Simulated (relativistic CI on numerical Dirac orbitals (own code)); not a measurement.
Method of calculation: Dirac-Coulomb-Breit CI, separate exchange-only KLI orbitals for each configuration, model QED, unscaled Slater integrals (own radial code, finite nucleus).

The strongest absorption lines from the ground level of an ion, among the configurations computed and to levels below about 476 eV (vacuum wavelength in nm, gf): 5.2524 (0.45), 5.2763 (0.13), 5.5379 (2.7), 5.5393 (0.98), 5.5661 (3.1), 7.3342 (0.99), 7.4454 (0.25), 7.5534 (1.2).

Which ion is it?
A. Gd XXXII
B. Ta XLI
C. Yb XXXVI
D. Yb XXXVIII

D. Yb XXXVIII has 33 electrons and the ground level 4s2.4p3 2P°_3/2; the strongest line goes to 4s2.4p2.4d 2D_5/2. The pattern of lines fixes the number of electrons, and along that sequence the line energies rise steadily with the charge (about as its square where n changes within one kind of shell, about linearly where n is kept but much faster in heavy ions where fine structure, which grows about as Z⁴, sets the gap, and irregularly where shells cross), which fixes Z. Configurations outside the model, such as inner-shell arrays, can give stronger lines. At this charge energies of transitions that change n are usually good to better than 1 %, and those within a shell (Δn = 0) to a few per cent.

LS names give the leading component of a level, which can be under half, so a name can repeat, a term be missing and a line seem to break the LS rules.
